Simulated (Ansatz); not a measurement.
Relaxation of B2H5NO (9 atoms, charge 0, multiplicity 1), to a largest force component of 0.02 eV/Å in at most 40 steps.

Computed with Ansatz 0.2.0, RKS PBE0-D4/def2-SVP.

```xyz
9
Properties=species:S:1:pos:R:3:forces:R:3
B 0.270 1.315 -0.614 -1.04 2.51 -0.72
B 0.011 -0.007 0.296 0.56 -3.12 1.28
N 0.752 -1.272 -0.054 -1.95 1.72 1.56
O -0.802 0.042 1.451 -2.11 -1.07 -1.52
H 0.954 1.334 -1.571 0.56 0.05 -0.68
H -0.364 2.365 -0.357 0.61 -0.59 -0.16
H 0.467 -1.603 -0.965 0.60 -0.11 -0.58
H 0.555 -1.986 0.652 0.03 -0.17 -0.26
H -1.755 -0.233 1.144 2.74 0.79 1.07
```

**Question.** Where does it end, and by what steps?

**Answer.** The run converged. After 9 steps the energy has fallen by 1.428 eV; H9 moved furthest, 0.96 Å.

```tsv
step	energy less start (eV)	largest force component (eV/Å)	accepted
0	0.0000	3.124	yes
1	-0.5346	1.768	yes
2	-0.7300	2.343	yes
3	-0.9565	1.077	yes
4	-1.1166	0.543	yes
5	-1.2823	0.789	yes
6	-1.4054	0.417	yes
7	-1.4266	0.081	yes
8	-1.4270	0.040	yes
9	-1.4277	0.015	yes
```

```xyz
9
Properties=species:S:1:pos:R:3
B 0.105 1.255 -0.637
B -0.134 -0.187 0.277
N 0.531 -1.367 -0.098
O -0.971 -0.262 1.367
H 0.981 1.352 -1.471
H -0.594 2.240 -0.504
H 1.184 -1.404 -0.867
H 0.397 -2.249 0.382
H -1.409 0.575 1.534
```

Whether the end is a true minimum wasn't checked by a vibrational analysis.

Run time: 38 s on 1 thread of Arm Neoverse N1, with other jobs on the host, peak memory 0.13 GiB.
